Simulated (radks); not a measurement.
Q: Species: F4+. Configuration: [He] 2s2 2p1 (the NIST ground configuration). Calculated with a radial shooting solver on a logarithmic mesh with Libxc functionals: non-relativistic Kohn-Sham, r2SCAN, spin-polarised, spherical densities, point nucleus; open shells are filled with parallel spins first; meta-GGA in the generalised Kohn-Sham scheme. Some entries of the table are withheld. Estimate them.

| orbital | occ. | eigenvalue (eV) | <r^2> (bohr^2) | r(max) (bohr) |
|---|---|---|---|---|
| 1s up | 1 | -783.5480 | (1) | (2) |
| 1s down | 1 | -781.7387 | (3) | (4) |
| 2s up | 1 | -119.7149 | 0.8188 | 0.6970 |
| 2s down | 1 | -115.1649 | 0.8440 | 0.7048 |
| 2p up | 1 | -100.9599 | 0.7254 | (5) |
| 2p down | 0 | -96.0239 | 0.7594 | (6) |

A: 
(1) 1s up <r^2> (bohr^2): 0.04170
(2) 1s up r(max) (bohr): 0.1146
(3) 1s down <r^2> (bohr^2): 0.04140
(4) 1s down r(max) (bohr): 0.1145
(5) 2p up r(max) (bohr): 0.5989
(6) 2p down r(max) (bohr): 0.6127
